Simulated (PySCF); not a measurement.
Isomers of C10H6O, mass 142.042 u with the commonest isotopes. Level of theory: PBE0/pcSseg-1 in PySCF (dipole) on a GFN2-xTB geometry, gas phase. One conformer each, none proved a minimum here; rigid rotors.

Question: Order these by radius of gyration √(Σ m r²/M), largest first.
A. `c1c(occ1)C#C/C=C\C#C`
B. `C#Cc1cccc2occc12`
C. `C#Cc1ccc2ccoc2c1`

Answer: A (2.897 Å), C (2.394 Å), B (2.244 Å).

Question: Order these by dipole moment, smallest first.
A. `C#CC1=C2C=COC2=CC=C1`
B. `C#Cc1ccc2ccoc2c1`
C. `C(=C/C#C)/C#Cc1occc1`

Answer: A (0.47 D), C (1.22 D), B (1.54 D).

Question: Order these by rotational constant B, smallest first.
A. `C#C/C=C\C#Cc1ccco1`
B. `C#CC1=CC=C2C=COC2=C1`
C. `c12cccc(c1cco2)C#C`

Answer: A (494.0 MHz), B (761.9 MHz), C (1143 MHz).

```csv
SMILES,point group,Ia (u·Å²),Ib (u·Å²),Ic (u·Å²),κ,μa (D),μb (D),μc (D)
C#Cc1cccc2occc12,Cs,272.89,442.29,715.18,-0.24,0.21,0.42,0.01
C#C/C=C\C#Cc1ccco1,Cs,169.37,1023.06,1192.43,-0.95,0.99,0.71,0.00
C#Cc1ccc2ccoc2c1,Cs,150.77,663.34,814.11,-0.90,1.35,0.73,0.00
```
